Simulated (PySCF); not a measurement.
# Bond curve of SbCl

Set-up: Sb cc-pVTZ-PP with ECP28, Cl cc-pV(T+d)Z; scalar-relativistic core potentials (PySCF 2.14). Energies in eV from Sb + Cl in their ground configurations at the same level. All curves are PBE0. state 1: ³Σ⁻ (triplet), unpaired electrons π ↑↑; state 2: Ms = 0 determinant of mixed spin (⟨S²⟩ near 1.0), unpaired electrons π ↑↓, a mixture of terms (⟨Lz²⟩ = 2.0), a second solution, started from another occupation; state 3: singlet, one real π or δ orbital doubly filled, a mixture of terms (⟨Lz²⟩ = 2.0), a second solution, started from another occupation; state 4: quintet, unpaired electrons σ ↑↑, π ↑↑, a second solution, started from another occupation.

| R (Å) | state 1 | state 2 | state 3 | state 4 |
| --- | --- | --- | --- | --- |
| 2.024 | -2.014 | -1.735 | -0.873 | 4.9633 |
| 2.118 | -2.685 | -2.402 | -1.528 | 3.8876 |
| 2.212 | -3.040 | -2.753 | -1.866 | 3.0832 |
| 2.282 | -3.160 | -2.869 | -1.974 | 2.6077 |
| 2.353 | -3.188 | -2.894 | -1.990 | 2.2143 |
| 2.424 | -3.149 | -2.851 | -1.939 | 1.8850 |
| 2.518 | -3.022 | -2.719 | -1.796 | 1.5237 |
| 2.635 | -2.786 | -2.477 | -1.542 | 1.1668 |
| 2.776 | -2.443 | -2.127 | -1.179 | 0.8425 |
| 2.965 | -1.959 | -1.628 | -0.666 | 0.5372 |

**Question.** Put a parabola through the three lowest points of the state 1 curve and estimate Re, k and ωe (reduced mass 27.12 u; 1 eV/Å² = 0.16022 mdyn/Å; ωe = 1302.8·√(k/μ) cm⁻¹).

**Answer.** Through R = 2.282, 2.353, 2.424 Å the second-order coefficient is 6.65 eV/Å², so Re ≈ 2.347 Å, k ≈ 2.13 mdyn/Å and ωe ≈ 365 cm⁻¹. A polynomial fit of higher order to the unrounded PBE0 energies gives Re = 2.344 Å, k = 2.25 mdyn/Å, ωe = 375 cm⁻¹; anharmonicity and rounding make the difference.

The higher-order fit for each curve: state 1: Re = 2.344 Å, ωe = 375 cm⁻¹, De = 3.19 eV; state 2: Re = 2.340 Å, ωe = 378 cm⁻¹, minimum 2.90 eV below the ground-state fragments; state 3: Re = 2.332 Å, ωe = 384 cm⁻¹, minimum 1.99 eV below the ground-state fragments. State 4 gave no clean fit.

Spin–orbit coupling is left out, which matters for elements this heavy, above all for dissociation energies. The state is the lowest determinant that a PBE0 search found; another state may lie lower at other levels.
